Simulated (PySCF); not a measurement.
**Spinor energies of Eu(61+) (europium, charge +61)**

Start: 1s2. Calculated with PySCF 2.14 in an uncontracted even-tempered set (15 s from 170 bohr⁻², ratio 2.4; 11 p from 230 bohr⁻², ratio 2.4; 3 d from 710 bohr⁻², ratio 2.6; 3 f from 1100 bohr⁻², ratio 2.6): generalised Hartree-Fock with the X2C-1e Hamiltonian and a Gaussian nucleus; one run each with spin-orbit coupling (SO) switched off, then screened by Boettger's factors, then bare.

| spinor shell | electrons | ε, spin-free (eV) | ε, screened SO (eV) | ε, bare SO (eV) | weight of nominal j (screened SO) | rms radius, screened SO (bohr) |
| --- | --- | --- | --- | --- | --- | --- |
| 1s1/2 | 2 | -55984.5 | -55984.5 | -55984.5 | 1.000 | 0.0252 |

| quantity | spin-free | screened SO | bare SO |
| --- | --- | --- | --- |
| E (hartree) | -4159.14492 | -4159.14492 | -4159.14492 |
| M_J | 0 | 0 | 0 |
| ⟨J²⟩ | 0.000 | 0.000 | 0.000 |
| ⟨L²⟩ | 0.000 | 0.000 | 0.000 |
| ⟨S²⟩ | 0.000 | 0.000 | 0.000 |

Breit and QED terms are absent; they matter most for the inner s and p1/2 levels.

Densities and radii are taken from the X2C orbitals without a picture-change correction, which distorts them close to the nucleus.

Without spin-orbit coupling the j labels of p, d and f shells carry no meaning; the spin-free column gives the mean over the occupied spinors of each nl shell.
